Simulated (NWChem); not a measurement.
# BNH$_{3}$F; SMILES NBF

```xyz
6

B     -0.4866     0.0734     0.0000
H     -1.6818     0.1022     0.0000
F      0.1962     1.2300     0.0000
N      0.2087    -1.1390     0.0000
H      1.2187    -1.1940     0.0000
H     -0.2576    -2.0337     0.0000
```
Atoms are numbered in this order, from 1.

Level: B3LYP/6-31G* (spherical d) (NWChem), optimised geometry, unscaled harmonic frequencies. 

**Question.** List the harmonic frequencies with IR intensities, and the thermochemistry.

**Answer.** 
```
frequency (cm⁻¹)  IR intensity (km/mol)
----------------  ---------------------
434                                 4.2
468                               232.9
626                                18.9
878                                 9.0
932                                34.1
1102                                5.8
1184                               65.0
1439                              222.3
1660                              175.6
2674                              151.0
3594                               28.3
3698                               26.4
```

| Item | Value |
|---|---|
| zero-point energy | 26.7 kcal/mol |
| thermal correction to the enthalpy at 298.15 K (with zero-point energy) | 29.6 kcal/mol |
| heat capacity Cv | 11.3 cal/(mol K) |
| entropy at 298.15 K and 1 atm (symmetry number 1) | 61.5 cal/(mol K) |
| dipole moment | 2.40 D |

Rigid rotor and harmonic oscillator.
